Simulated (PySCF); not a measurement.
Compound: CrO₄ (charge -2 and singlet state).
Bonds: O1–Cr2 (double), Cr2–O3 (double), Cr2–O4, Cr2–O5.

Theory: PBE0-D3(BJ)/def2-SVP geometry optimisation, gas phase in PySCF.

Task: Give the optimised bond lengths and angles.

Result: 
```json
{"bond": "O1=Cr2 and 3 like bonds", "length (Å)": "1.625"}
```

Bonds in one row agree within 0.01 Å and their mean is given. A selection of angles:
```json
{"angle": "O1–Cr2–O3", "degrees": "109.5"}
```

Cr2 (chromium bonded to 4 O) is tetrahedral (angles from 109.2° to 109.6°). All 4 Cr–O bonds measure 1.624 to 1.626 Å.

Point group: Td (every atom within 0.08 Å of its image). Whether it is a minimum is left open (no frequencies). Whether so highly charged an anion holds all its electrons in the gas phase wasn't checked; a finite basis holds them in any case. No counter-ion or solvent screens the charge of this multiply charged ion. The geometry's basis has no diffuse functions, a weakness for an anion.


C2HNS.
SMILES with atom numbers: `[N:1]#[C:2][CH:3]=[S:4]` (hydrogens: H5 on C3)

The calculation used PySCF, PBE0-D3(BJ)/def2-SVP geometry optimisation, gas phase.

(1) List the bond lengths and angles at this level.

Answers

(1) 
| bond | length (pm) |
| --- | --- |
| N1≡C2 | 116.1 |
| C2–C3 | 142.9 |
| C3=S4 | 161.6 |
| C3–H5 | 110.2 |

A selection of angles:
| angle | degrees |
| --- | --- |
| N1–C2–C3 | 179.8 |
| C2–C3–S4 | 123.4 |
| C2–C3–H5 | 114.5 |
| S4–C3–H5 | 122.1 |

The 4 heavy atoms lie in one plane (0.000 Å rms).

Point group: Cs (tolerance 0.08 Å). No frequency check.


Species: SnClF3.
Bonds: Sn1–Cl2, Sn1–F3, Sn1–F4, Sn1–F5.

The calculation used PBE0-D3(BJ)/def2-SVP geometry optimisation, gas phase, def2 core potentials past Kr (PySCF 2.14.0).

Question: Give the optimised bond lengths and angles.

Answer: 
```csv
bond,length (bohr)
Sn1–Cl2,4.332
"Sn1–F3, Sn1–F4, Sn1–F5",3.604
```

Bonds in one row agree within 0.02 bohr and their mean is given. A selection of angles:
```csv
angle,degrees
Cl2–Sn1–F3,111.1
F3–Sn1–F4,107.4
```

Sn1 (tin bonded to Cl and 3 F) is tetrahedral (angles from 106.9° to 112.1°). All 3 F–Sn bonds measure 1.907 Å.

Point group: C3v (tolerance 0.08 Å). Whether it is a minimum is left open (no frequencies).

Time: 31 s wall; peak memory 0.34 GiB. Hardware: one thread of an Intel Xeon Platinum 8488C, no GPU (shared host). This is the geometry optimisation.
